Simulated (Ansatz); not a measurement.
F3ISi (`F[Si](F)(F)I`), relaxed with RKS PBE-D4/def2-SVP in the Gaussian-basis code of Ansatz from a rough embedded geometry. The force threshold is 0.03 eV/Å; the program also tests the step.

Charge 0, multiplicity 1. I: def2 effective core potential.

Start:

```xyz
5

F     0.582   -1.388   -0.750
Si    0.124   -0.072    0.054
F     1.374    0.939    0.159
F    -0.359   -0.574    1.581
I    -1.721    1.094   -1.045
```

Task: How much energy does the relaxation release, and in how many steps? (Estimate.)

Result: Computed: 2.03 kcal/mol, in 2 steps.

Task: Which bonds change most? (Best estimate.)

Result: The calculation gave: Si2–F4 from 1.679 to 1.612 Å; Si2–I5 from 2.444 to 2.407 Å; F1–Si2 from 1.608 to 1.612 Å; Si2–F3 from 1.612 to 1.612 Å.

Task: Give the relaxed structure. (Estimate.)

Result: The calculation gave: 
```xyz
5

F     0.562   -1.369   -0.761
Si    0.101   -0.061    0.061
F     1.381    0.909    0.203
F    -0.324   -0.536    1.542
I    -1.720    1.058   -1.046
```
